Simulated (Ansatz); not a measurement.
`[OH][In]([OH])[Cl]`, relaxed with RKS PBE0-D4/def2-TZVP in Ansatz from a PBE-D4/def2-SVP geometry. The force threshold is 0.005 eV/Å; the program also tests the step.

Charge 0, multiplicity 1. In takes the def2 core potential.

Start:

```xyz
6

O     0.344    1.314   -1.257
In    0.093   -0.431   -0.276
O    -0.470   -0.718    1.641
Cl    0.508   -2.373   -1.522
H     0.115    2.059   -0.666
H    -0.589    0.148    2.080
```

```csv
step,energy (eV),largest force (eV/Å),largest move (Å)
1,-21819.1257,1.016,0.000
2,-21819.2036,0.330,0.060
3,-21819.2091,0.019,0.022
4,-21819.2092,0.003,0.004
```

End:

```xyz
6

O     0.310    1.281   -1.189
In    0.099   -0.464   -0.298
O    -0.443   -0.660    1.588
Cl    0.506   -2.363   -1.515
H     0.116    2.024   -0.611
H    -0.589    0.182    2.026
```

Hardware: 2 threads of a server CPU on a shared host. Wall time 7.5 s, peak host memory 0.39 GiB.
